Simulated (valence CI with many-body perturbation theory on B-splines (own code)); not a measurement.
# Ba24+: calculated level list

Method: configuration interaction combined with many-body perturbation theory (CI+MBPT): four valence electrons over a frozen Dirac-Fock core [Ar] 3d10, radial functions for each j: 11 s, 11 p, 10 d, 8 f, 5 g, 2 h, with the one-electron correlation potential Σ1, the two-electron term Σ2, the three-electron term Σ3, Breit, model QED; selected CI, second order for the rest, scaled by the run's own slope (own B-spline code, finite nucleus).

No measured spectrum was set against this ion. As an estimate, levels hold to about 250 cm⁻¹ or 0.2 % of their energy and the worst to 1 %, as in measured heavy ions of charge 2 to 7; those with d or f electrons hold less well. Among the levels kept, up to 470 cm⁻¹ of a level comes from second order outside the variational space, and about a tenth of that is noise between levels of different J, which matters for small intervals.

Levels 91 to 135 of 182, with energies above the lowest level, (4s^2 4p1/2^2) J=0. "Leading %" is the weight of the configuration and term that name the level; weights of strongly mixed levels are sums over their largest components and can fall short. In the jj column 3d3/2^4 stands for four electrons in 3d with j = 3/2.

```
No.  Configuration  Term  J  E (cm⁻¹)  Leading %    Second component                  Leading jj
 91      4s 4p2 4d    3P  0   1873500         48   16 % 4s 4p2 4d 1S     4s 4p3/2^2 4d3/2 (41 %)
 92      4s 4p2 4d    1D  2   1899800         55   17 % 4s 4p2 4d 3P     4s 4p3/2^2 4d5/2 (58 %)
 93        4s2 4d2    3F  2   1920900         61   15 % 4s2 4p 4f 3D         4s^2 4d3/2^2 (40 %)
 94        4s2 4d2    3F  3   1924200         62   18 % 4s2 4p 4f 3D     4s^2 4d3/2 4d5/2 (62 %)
 95        4s2 4d2    1G  4   1924600         38   20 % 4s2 4p 4f 1G         4s^2 4d5/2^2 (30 %)
 96        4s2 4d2    3F  4   1938400         47   30 % 4s2 4p 4f 3G         4s^2 4d5/2^2 (27 %)
 97        4s2 4d2    1D  2   1949800         44     22 % 4s2 4d2 3P     4s^2 4d3/2 4d5/2 (42 %)
 98        4s2 4d2    3P  0   1950700         76    9 % 4s 4p2 4d 3P         4s^2 4d3/2^2 (66 %)
 99        4s2 4d2    3P  1   1965100         85   10 % 4s 4p2 4d 3P     4s^2 4d3/2 4d5/2 (85 %)
100      4s2 4p 4f    3G  5   1977300         95                         4s^2 4p3/2 4f7/2 (95 %)
101         4p3 4d   3F°  2   1987500         37     14 % 4p3 4d 5D°  4p1/2^2 4p3/2 4d3/2 (83 %)
102        4s2 4d2    3P  2   1989400         61     15 % 4s2 4d2 1D         4s^2 4d5/2^2 (61 %)
103      4s2 4p 4f    1F  3   1998100         43   14 % 4s 4p2 4d 1F     4s^2 4p3/2 4f5/2 (48 %)
104         4p3 4d   3F°  3   2000200         26     23 % 4p3 4d 5D°  4p1/2^2 4p3/2 4d3/2 (77 %)
105         4p3 4d   3P°  0   2004100         42     37 % 4p3 4d 5D°  4p1/2^2 4p3/2 4d3/2 (88 %)
106      4s2 4p 4f    3F  4   2011700         41     28 % 4s2 4d2 3F     4s^2 4p3/2 4f7/2 (32 %)
107         4p3 4d   5D°  1   2014500         43     24 % 4p3 4d 3P°  4p1/2^2 4p3/2 4d3/2 (85 %)
108      4s2 4p 4f    3D  1   2015700         86   11 % 4s 4p2 4d 3D     4s^2 4p3/2 4f5/2 (86 %)
109      4s2 4p 4f    3D  2   2018000         56   20 % 4s2 4p 4f 3F     4s^2 4p3/2 4f5/2 (59 %)
110      4s2 4p 4f    3F  3   2019900         34   30 % 4s2 4p 4f 3D     4s^2 4p3/2 4f7/2 (50 %)
111         4p3 4d   3F°  4   2031000         36     36 % 4p3 4d 5D°  4p1/2^2 4p3/2 4d5/2 (89 %)
112         4p3 4d   3D°  2   2046700         35     31 % 4p3 4d 5D°  4p1/2^2 4p3/2 4d5/2 (74 %)
113        4s2 4d2    1S  0   2055400         78    9 % 4s 4p2 4d 1S         4s^2 4d5/2^2 (74 %)
114         4p3 4d   3F°  3   2066600         21     21 % 4p3 4d 3G°  4p1/2^2 4p3/2 4d5/2 (57 %)
115      4s2 4p 4f    1D  2   2075400         53     18 % 4s2 4d2 1D     4s^2 4p3/2 4f7/2 (54 %)
116      4s2 4p 4f    1G  4   2086200         50     37 % 4s2 4d2 1G     4s^2 4p3/2 4f5/2 (29 %)
117         4p3 4d   3F°  2   2112900         31     25 % 4p3 4d 3D°  4p1/2 4p3/2^2 4d3/2 (80 %)
118         4p3 4d   3D°  1   2113300         57     22 % 4p3 4d 3P°  4p1/2^2 4p3/2 4d5/2 (59 %)
119         4p3 4d   1S°  0   2117800         45     40 % 4p3 4d 5D°  4p1/2 4p3/2^2 4d3/2 (70 %)
120         4p3 4d   3F°  3   2120500         30     17 % 4p3 4d 3G°  4p1/2 4p3/2^2 4d3/2 (73 %)
121         4p3 4d   3D°  1   2121900         55     25 % 4p3 4d 5D°  4p1/2 4p3/2^2 4d3/2 (64 %)
122         4p3 4d   3G°  4   2138700         46     16 % 4p3 4d 1G°  4p1/2 4p3/2^2 4d3/2 (72 %)
123         4p3 4d   3D°  3   2147700         45     32 % 4p3 4d 5D°  4p1/2 4p3/2^2 4d5/2 (86 %)
124         4p3 4d   3F°  4   2153700         37     26 % 4p3 4d 5D°  4p1/2 4p3/2^2 4d5/2 (77 %)
125         4p3 4d   1G°  4   2167100         41     30 % 4p3 4d 3F°  4p1/2 4p3/2^2 4d5/2 (76 %)
126      4s 4p 4d2   5G°  2   2169500         47  21 % 4s 4p2 4f 5G°     4s 4p1/2 4d3/2^2 (48 %)
127         4p3 4d   3G°  5   2171700         79  12 % 4s 4p 4d2 3G°  4p1/2 4p3/2^2 4d5/2 (79 %)
128         4p3 4d   3F°  2   2187600         34     30 % 4p3 4d 1D°  4p1/2 4p3/2^2 4d3/2 (66 %)
129         4p3 4d   1P°  1   2192900         36     16 % 4p3 4d 5D°  4p1/2 4p3/2^2 4d5/2 (48 %)
130      4s 4p 4d2   5G°  3   2193500         39  24 % 4s 4p2 4f 5G°     4s 4p1/2^2 4f5/2 (23 %)
131         4p3 4d   3P°  0   2209400         55     20 % 4p3 4d 1S°  4p1/2 4p3/2^2 4d5/2 (61 %)
132         4p3 4d   3P°  2   2213900         42     10 % 4p3 4d 3F°  4p1/2 4p3/2^2 4d3/2 (59 %)
133         4p3 4d   3D°  3   2216000         32  12 % 4s 4p2 4f 3D°  4p1/2 4p3/2^2 4d3/2 (34 %)
134      4s 4p2 4f   5G°  4   2219600         19  17 % 4s 4p2 4f 5D°     4s 4p1/2^2 4f7/2 (62 %)
135         4p3 4d   3P°  1   2232500         57      9 % 4p3 4d 3D°  4p1/2 4p3/2^2 4d3/2 (54 %)
```
